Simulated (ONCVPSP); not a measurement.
## Reading a pseudo-wave (Ne)

Columns: radius, all-electron u(r) and pseudo u(r) of the 2s shell (level -77.87 eV) of neon in the configuration [He] 2s2 2p4; PBEsol, scalar-relativistic, ONCV scheme, ONCVPSP 4.0.1.

| r (bohr) | all-electron | pseudo |
| --- | --- | --- |
| 0.072 | -0.5109 | 0.1029 |
| 0.145 | -0.3562 | 0.2262 |
| 0.217 | -0.0019 | 0.3696 |
| 0.290 | 0.3665 | 0.5328 |
| 0.362 | 0.6679 | 0.7099 |
| 0.435 | 0.8911 | 0.8910 |
| 0.507 | 1.0337 | 1.0328 |
| 0.580 | 1.1115 | 1.1114 |
| 0.652 | 1.1369 | 1.1368 |
| 0.725 | 1.1241 | 1.1240 |
| 0.798 | 1.0841 | 1.0840 |
| 0.870 | 1.0268 | 1.0268 |
| 0.942 | 0.9588 | 0.9588 |
| 1.015 | 0.8842 | 0.8842 |
| 1.088 | 0.8076 | 0.8076 |
| 1.160 | 0.7330 | 0.7330 |
| 1.232 | 0.6610 | 0.6610 |
| 1.305 | 0.5919 | 0.5919 |
| 1.378 | 0.5275 | 0.5275 |
| 1.450 | 0.4689 | 0.4689 |
| 1.522 | 0.4154 | 0.4154 |
| 1.595 | 0.3663 | 0.3663 |
| 1.668 | 0.3220 | 0.3220 |
| 1.740 | 0.2830 | 0.2830 |
| 1.812 | 0.2481 | 0.2481 |
| 1.885 | 0.2168 | 0.2168 |

Task: How many radial nodes do the two functions have?

Result: The all-electron 2s function has n − l − 1 = 1; the pseudo-wave has 0, since the states of the same l below it are removed with the core.

Task: At about which radius was the pseudo-wave matched?

Result: 0.55 bohr, where the columns begin to agree (steps of 0.07 bohr).

Task: Where does each function peak?

Result: Outermost all-electron maximum near 0.65 bohr, pseudo maximum near 0.65 bohr (to the table’s step).

Task: Is the pseudo-wave norm-conserving?

Result: Yes: the ONCV scheme keeps the norm inside the radius equal to the all-electron one, which fixes the energy derivative of the logarithmic derivative at the level.
